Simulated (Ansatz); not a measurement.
Reaction (formal exchange of groups at the Si–S bond): `C[Si](N)(N)S` + SiH₄ → `C[Si](N)(N)[SiH3]` + H₂S

Isolated molecules relaxed with PBE0-D4/def2-TZVP in Ansatz; ΔE leaves out vibrations. CCSD(T)/CBS adds triple-zeta CCSD(T) − MP2 to the extrapolated MP2 energy (def2 sets, frozen cores). This one scheme is used for every species. Functionals use def2-TZVPP. B3LYP here is the variant with VWN-RPA as its local correlation; programs differ in this. One conformer a species, not always the lowest.

| level | ΔE (kJ/mol) | difference from CCSD(T)/CBS |
| --- | --- | --- |
| PBE-D4 | 71.2 | -12.2 |
| r2SCAN-D4 | 81.9 | -1.5 |
| PBE0-D4 | 76.2 | -7.2 |
| B3LYP-D4 | 80.5 | -2.9 |
| ωB97X-V | 81.8 | -1.6 |
| ωB97M-V | 87.3 | 3.9 |
| B2PLYP | 84.8 | 1.4 |
| PBE | 71.1 | -12.3 |
| r2SCAN | 82.3 | -1.1 |
| PBE0 | 76.4 | -7.0 |
| B3LYP | 80.1 | -3.3 |
| HF/def2-TZVPP | 92.4 | 9.0 |
| MP2/def2-TZVPP | 91.7 | 8.3 |
| SCS-MP2/def2-TZVPP | 89.9 | 6.5 |
| CCSD/def2-TZVPP | 82.3 | -1.1 |
| CCSD(T)/def2-TZVPP | 82.0 | -1.4 |
| HF/def2-QZVPP | 92.2 | 8.8 |
| MP2/def2-QZVPP | 92.4 | 9.0 |
| SCS-MP2/def2-QZVPP | 90.7 | 7.3 |
| HF/CBS(def2) | 92.2 | 8.8 |
| MP2/CBS(def2) | 93.1 | 9.7 |
| CCSD/CBS(def2) | 83.7 | 0.3 |
| CCSD(T)/CBS | 83.4 | 0 |

Largest T1 diagnostic among the species: 0.011.

From PBE to PBE0 (25 % exact exchange), in def2-TZVPP and without D4, ΔE moves by +5.3 kJ/mol.
